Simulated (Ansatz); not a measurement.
This geometry of CH2AlNO (6 atoms, charge 0, multiplicity 1) is a first-order saddle point.

Theory: RKS revPBE/def2-SVP in Ansatz 0.2.0.

```xyz
6
Properties=species:S:1:pos:R:3
N 2.464 -0.974 0.892
C 1.379 -0.715 0.514
Al -0.437 -0.324 -0.104
O -0.814 1.282 -0.396
H -1.481 -1.498 -0.286
H -1.068 2.164 -0.666
```

Question: Which two structures does it join? (They come from a converged band through this point; their orientation in space is the band's.)

Answer: No bond is made or broken. The dihedral C2–Al3–O4–H6 changes from 179 to 0° by way of a nearly straight angle Al3–O4–H6 (up to 173°), not by a turn about the bond.

Initial state:

```xyz
6
Properties=species:S:1:pos:R:3
N 2.468 -1.077 0.906
C 1.404 -0.736 0.533
Al -0.375 -0.232 -0.092
O -0.560 1.449 -0.388
H -1.511 -1.320 -0.295
H -1.383 1.852 -0.709
```

Final state:

```xyz
6
Properties=species:S:1:pos:R:3
N 2.413 -0.792 0.850
C 1.304 -0.630 0.484
Al -0.538 -0.355 -0.127
O -1.061 1.231 -0.517
H -1.561 -1.549 -0.275
H -0.516 2.032 -0.462
```

Question: How far does it lie above each of them?

Answer: 0.095 eV above the first and 0.120 eV above the second. This is the barrier of this one path; another mechanism may lie lower.

The run took 3.4 min on 1 thread of Arm Neoverse V1, on a shared host, peak memory 0.12 GiB.
